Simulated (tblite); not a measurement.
Species: C4H7BF2O2.
SMILES with atom numbers: `[F:1][CH:2]([F:3])[C@H:4]1[CH2:5][CH2:6][O:7][BH:8][O:9]1` (hydrogens: H10 on C2; H11 on C4; H12, H13 on C5; H14, H15 on C6; H16 on B8)

Computed with GFN2-xTB (tblite), gas phase: L-BFGS steps from a force-field or distance-geometry start until the largest atomic force falls under 0.01 eV/Å.

Step 27: E = -845.3401 eV
```
atom  x, y, z in Å  |  force x, y, z in eV/Å
F1     -2.2687   -1.7511    0.2136    0.030  -0.009  -0.021
C2     -1.9803   -0.5369   -0.3205    0.019   0.004   0.035
F3     -3.0340    0.2558   -0.0467    0.004  -0.027   0.020
C4     -0.6888    0.0156    0.3037    0.022  -0.003  -0.037
C5      0.5053   -0.8518   -0.1063    0.036  -0.010  -0.036
C6      1.8132   -0.1876    0.3388   -0.008  -0.028  -0.011
O7      1.8341    1.2012    0.0802    0.043  -0.020  -0.024
B8      0.7080    1.8854   -0.1825    0.011  -0.001   0.020
O9     -0.5342    1.3406   -0.1423   -0.058   0.047   0.019
H10    -1.9096   -0.6558   -1.4140   -0.028   0.062   0.052
H11    -0.8128    0.0252    1.3982   -0.009  -0.046  -0.047
H12     0.5039   -0.9319   -1.1960    0.008   0.016  -0.018
H13     0.4153   -1.8513    0.3177    0.016   0.015   0.025
H14     1.9921   -0.3448    1.4095   -0.077   0.047   0.011
H15     2.6549   -0.6206   -0.2149   -0.010  -0.022   0.046
H16     0.7941    3.0171   -0.4500    0.003  -0.024  -0.032
```

Step 28: E = -845.3414 eV
```
atom  x, y, z in Å  |  force x, y, z in eV/Å
F1     -2.2685   -1.7526    0.2099    0.044  -0.005  -0.021
C2     -1.9799   -0.5363   -0.3198    0.016  -0.004   0.037
F3     -3.0344    0.2542   -0.0408    0.023  -0.027   0.005
C4     -0.6871    0.0149    0.3038   -0.014   0.004  -0.023
C5      0.5067   -0.8520   -0.1071    0.001  -0.008  -0.036
C6      1.8129   -0.1891    0.3398   -0.004  -0.001  -0.004
O7      1.8330    1.1988    0.0789    0.078   0.021  -0.056
B8      0.7086    1.8854   -0.1857    0.003  -0.057   0.053
O9     -0.5336    1.3407   -0.1397   -0.067   0.053  -0.008
H10    -1.9088   -0.6520   -1.4137   -0.041   0.070   0.054
H11    -0.8126    0.0255    1.3976   -0.002  -0.058  -0.026
H12     0.5032   -0.9283   -1.1967    0.022   0.009  -0.032
H13     0.4168   -1.8518    0.3141    0.009  -0.007   0.032
H14     1.9880   -0.3397    1.4121   -0.072   0.020   0.007
H15     2.6556   -0.6249   -0.2110   -0.012  -0.008   0.057
H16     0.7925    3.0161   -0.4532    0.015  -0.002  -0.040
```

Step 29: E = -845.3432 eV
```
atom  x, y, z in Å  |  force x, y, z in eV/Å
F1     -2.2673   -1.7553    0.2036    0.062  -0.004  -0.015
C2     -1.9790   -0.5354   -0.3181    0.006  -0.013   0.025
F3     -3.0345    0.2513   -0.0315    0.037  -0.020  -0.004
C4     -0.6849    0.0142    0.3040   -0.054   0.011   0.000
C5      0.5085   -0.8521   -0.1088   -0.047   0.000  -0.027
C6      1.8124   -0.1912    0.3415    0.001   0.038   0.008
O7      1.8331    1.1957    0.0754    0.087   0.065  -0.094
B8      0.7094    1.8844   -0.1899   -0.008  -0.092   0.080
O9     -0.5339    1.3416   -0.1361   -0.040   0.039  -0.033
H10    -1.9082   -0.6448   -1.4123   -0.055   0.073   0.040
H11    -0.8122    0.0249    1.3966    0.011  -0.069   0.007
H12     0.5025   -0.9223   -1.1985    0.041  -0.003  -0.044
H13     0.4194   -1.8530    0.3090   -0.003  -0.019   0.032
H14     1.9806   -0.3318    1.4164   -0.064  -0.014  -0.003
H15     2.6563   -0.6317   -0.2037   -0.005   0.007   0.068
H16     0.7904    3.0145   -0.4591    0.030   0.002  -0.041
```

**Question.** Estimate the geometry and energy of step 30. (The exact step hangs on the optimiser's Hessian estimate; all steps are aligned on step 29, rigid shifts and turns removed.)

**Answer.** E = -845.3459 eV, largest force 0.165 eV/Å
```
atom  x, y, z in Å  |  force x, y, z in eV/Å
F1     -2.2642   -1.7597    0.1939    0.082  -0.007  -0.001
C2     -1.9777   -0.5342   -0.3150   -0.012  -0.019   0.000
F3     -3.0341    0.2468   -0.0170    0.037  -0.008  -0.007
C4     -0.6827    0.0136    0.3040   -0.083   0.011   0.029
C5      0.5104   -0.8521   -0.1121   -0.090   0.015  -0.009
C6      1.8114   -0.1932    0.3442    0.000   0.079   0.015
O7      1.8350    1.1918    0.0671    0.070   0.086  -0.122
B8      0.7106    1.8818   -0.1955   -0.021  -0.092   0.095
O9     -0.5351    1.3436   -0.1319    0.016  -0.008  -0.045
H10    -1.9083   -0.6325   -1.4094   -0.071   0.071   0.005
H11    -0.8113    0.0225    1.3953    0.029  -0.072   0.050
H12     0.5023   -0.9140   -1.2021    0.063  -0.017  -0.045
H13     0.4233   -1.8549    0.3015   -0.022  -0.018   0.023
H14     1.9680   -0.3197    1.4230   -0.056  -0.047  -0.020
H15     2.6572   -0.6423   -0.1904    0.011   0.024   0.077
H16     0.7876    3.0115   -0.4669    0.049   0.002  -0.044
```

The energy changes by -0.0027 eV. The first-order estimate −F·Δx gives -0.0035 eV and the mean of the old and new forces, exact on a quadratic surface, -0.0027 eV. The step makes an angle of 72° with the force vector and moves no atom by more than 0.019 Å.

The cost below is that of the whole relaxation. The run took 0.46 s of wall time on Arm Neoverse V1, one thread, shared host with 32 logical CPUs at a one-minute load of 14.
